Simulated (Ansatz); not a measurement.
`[SH][Al]([SH])[Br]` + HCl → `[SH][Al]([Cl])[Br]` + H₂S at 400 K and 1 bar (ligand exchange at the Al–S bond).

Program: Ansatz. Geometries: PBE0-D4/def2-TZVP. ΔE: electronic, gas phase. CBS: MP2 limit from def2 TZ/QZ plus the TZ coupled-cluster correction, frozen cores. This one scheme is used for every species. For Br outer-core shells are correlated without core-valence functions, which leaves a few kJ/mol of doubt a bond. Scalar relativity is left out up to krypton. One conformer a species, not always the lowest.

| species | CCSD(T)/CBS energy (Eh) | H − E (kJ/mol) | S (J/(mol·K)) |
| --- | --- | --- | --- |
| `[SH][Al]([SH])[Br]` | -3612.25123 | 84.8 | 387.0 |
| HCl | -460.38127 | 29.6 | 195.4 |
| `[SH][Al]([Cl])[Br]` | -3673.67780 | 60.6 | 375.8 |
| H₂S | -398.97279 | 53.4 | 215.9 |

H − E and S are ideal-gas, rigid-rotor, harmonic terms from PBE0-D4/def2-TZVP, for one conformer and one mirror image of each species. 1 Eh = 2625.50 kJ/mol, R = 8.31446 J/(mol·K).

**Question.** By hand: ΔE, ΔH, ΔS and ΔG.

**Answer.** ΔE = (-3673.67780) + (-398.97279) − (-3612.25123) − (-460.38127) = -0.01809 Eh = -47.5 kJ/mol. Δ(H − E) = 60.6 + 53.4 − 84.8 − 29.6 = -0.4, so ΔH = -47.9 kJ/mol. ΔS = 375.8 + 215.9 − 387.0 − 195.4 = 9.3 J/(mol·K). ΔG = -47.9 − 400 × (9.3)/1000 = -51.6 kJ/mol.

**Question.** By hand: the equilibrium constant, and the temperature at which ΔG would vanish if ΔH and ΔS stayed fixed.

**Answer.** log₁₀ K = −ΔG/(RT ln 10) = 6.7. ΔH and −TΔS have one sign here, so there is no such temperature.

The number of gas molecules stays the same, so ΔS is small and ΔH decides. A doubt of 5 kJ/mol in ΔE shifts log₁₀ K by 0.7 here. Other conformers and mirror images would add mixing entropy, several J/(mol·K) or more a flexible species. These are equilibria of isolated gas molecules and say nothing of rates. Largest T1 diagnostic: 0.009 (customary marks: 0.02 for closed shells, 0.045 for open ones).

ΔS is within the doubt of such terms, so its sign, and with it that verdict, could turn.
